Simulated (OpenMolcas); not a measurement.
**W+: thermal populations, worked from levels**

| Property | Result |
| --- | --- |
| Program | OpenMolcas 26.06 |
| Basis | ANO-R2 [8s6p5d3f2g] |
| Scalar Hamiltonian | X2C, finite nucleus |
| Active space | 5 electrons in 6 orbitals (5d 6s) |
| State averaging | 2S+1 = 6 even, 6 roots; 2S+1 = 4 even, 81 roots kept (CI in the orbitals of an earlier block); 2S+1 = 2 even, 125 roots kept (CI in the orbitals of an earlier block, 113 in the spin-orbit step) |
| Spin-orbit coupling | state interaction with AMFI integrals over the reference wave functions, term energies averaged over their components |

Methods: CASSCF; MS-CASPT2, IPEA 0.25 Eh, imaginary shift 0.1 Eh (closed shells correlated: 5s 5p). Measured levels: NIST Handbook of Basic Atomic Spectroscopic Data.

**Thermal populations.** Z = Σ (2J + 1) exp(-E/kT) with k = 0.695035 cm-1/K, over the levels below. No other level of either list lies under 8660 cm-1, which is above 7 kT at each temperature.

```csv
Level,2J + 1,MS-CASPT2,measured
5d⁴ 6s ⁶D_1/2,2,0.0,0.0
5d⁴ 6s ⁶D_3/2,4,1594,1519
5d⁴ 6s ⁶D_5/2,6,3320,3172
5d⁴ 6s ⁶D_7/2,8,4840,4716
5d⁴ 6s ⁶D_9/2,10,6170,6147
5d⁵ ⁶S_5/2,6,8360,7420
```

```tsv
T (K)	Z, MS-CASPT2	Z, measured levels	Ground level (%), MS-CASPT2	Ground level (%), measured levels
1000	2.463	2.523	81.2	79.3
```

At 1000 K, kT = 695 cm-1, and the computed levels give Z = 2.000 + 0.404 + 0.051 + 0.008 + 0.001 + 0.000 = 2.463.

Some high roots are left out of the spin-orbit mixing, which shifts the levels that they would mix with. Configurations are named by rounded mean occupations; where the s occupation lies near a half they are strongly mixed, a name can repeat and a true partner stay unpaired. A single d shell beside an s shell can misplace configurations of different d count against each other. Without dynamic correlation excited terms often stand tens of per cent too high (terms of higher spin than the ground term too low), and those without a measured partner can miss by more than the paired ones (holds for CASSCF). Blocks of more than 70 roots (2S+1 = 4 even, 2 even) ran without multistate coupling (holds for MS-CASPT2). Computed and measured levels are paired by configuration, term and J; levels that our copy of the source lacks, or whose pairing is in doubt (as where it misses far off the trend of its configuration), stay unpaired and out of the deviations. Levels of configurations outside the active space are missing.
